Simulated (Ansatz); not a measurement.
Total energies of GaMe2H (C₂H₇Ga) from Ansatz at r2SCAN-D4/def2-TZVP, gas phase (1 Eh = 27.2114 eV = 2625.5 kJ/mol). The reference geometry is relaxed at PBE-D4/def2-SVP.

```tsv
atom	x (Å)	y (Å)	z (Å)
Ga1	0.6615	0.1650	0.3739
C2	-0.7447	-0.9234	1.2542
H3	-0.8853	-1.8746	0.6971
H4	-1.7200	-0.3932	1.2225
H5	-0.5089	-1.1689	2.3076
C6	0.3601	0.8241	-1.4731
H7	-0.4779	1.5542	-1.4749
H8	0.0527	-0.0096	-2.1391
H9	1.2500	1.3181	-1.9088
H10	2.0124	0.5082	1.1405
```

| state | geometry | energy (Eh) |
| --- | --- | --- |
| charge 0 singlet | reference | -2005.23494 |
| charge 1 doublet | reference | -2004.88200 |
| free Ga atom (doublet) | – | -1924.78964 |
| free C atom (triplet) | – | -37.83292 |
| free H atom (doublet) | – | -0.49993 |

Question: Work out the vertical ionisation energy to the doublet.

Answer: E(charge 1 doublet) − E(charge 0 singlet) = -2004.88200 − (-2005.23494) = 0.35294 Eh = 9.60 eV. For comparison, −ε of the highest occupied level is 6.70 eV at this level, 2.90 eV less.

Question: What is the binding energy per atom against free atoms?

Answer: Atoms: 1 × (-1924.78964) + 2 × (-37.83292) + 7 × (-0.49993) = -2003.95499 Eh. Binding: -2003.95499 − (-2005.23494) = 1.27995 Eh = 34.83 eV, or 3.48 eV for each of 10 atoms (no zero-point energy, no counterpoise term).
